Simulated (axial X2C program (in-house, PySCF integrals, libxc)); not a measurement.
## Bond lengths and stretching modes, held linear, of ClSeCl⁺

Computed with an in-house all-electron X2C program for linear molecules (integrals from PySCF): two-component X2C with atomic mean-field Coulomb and Gaunt terms, Gaussian nuclei, basis Cl dyall-av3z, Se dyall-v3z with contracted cores. Spin-free rows use the one-electron spin-free X2C Hamiltonian.

Masses Cl 34.969, Se 79.917, Cl 34.969 u. States: 2c Ω = 1/2 (beyond evenly filled blocks: ω = 1/2); spin-free M_S = 1/2, Λ = 1 (beyond evenly filled blocks: π+α).

HF, spin-free: energies above the lowest point

```tsv
r(Cl–Se) (Å)	r(Se–Cl) (Å)	E (meV)
2.1206	2.1206	76.95
2.1206	2.1750	41.26
2.1206	2.2294	52.01
2.1750	2.1206	41.26
2.1750	2.1750	0.16
2.1750	2.2294	4.03
2.1750	2.2837	45.91
2.2294	2.1206	52.01
2.2294	2.1750	4.03
2.2294	2.2294	0.00
2.2837	2.1750	45.91
2.2837	2.2837	59.23
```

Problem. Fit a quadratic surface with cubic terms in each bond: where is the minimum, and what are the two stretching wavenumbers?

Solution. At HF, spin-free: bonds 2.203 and 2.203 Å; harmonic stretches 298.4 and 490.7 cm⁻¹; force constants 2.24, 2.24 and coupling -0.41 mdyn/Å.

The other levels and Hamiltonians give:

```tsv
Hamiltonian	level	r(Cl–Se) (Å)	r(Se–Cl) (Å)	lower stretch (cm⁻¹)	upper stretch (cm⁻¹)
2c	PBE0	2.173	2.173	379.3	381.1
2c	LDA	2.184	2.184	362.2	383.6
spin-free	LDA	2.184	2.184	362.0	382.2
```

Each state is one determinant, the lowest of a limited PBE0 search; the stretches come from a fit to these few points and carry an uncertainty of a few per cent. Other orders of the atoms were not compared. Left out for rough or failed fits: HF 2c, MP2 2c, PBE0 spin-free, MP2 spin-free. The levels spread by more than a fifth, so the stretches depend strongly on the method. The molecule was held linear; bending was not examined, so a bent shape may lie lower. Note: functional without a current term on a determinant with orbital currents, of the molecule or an atom.
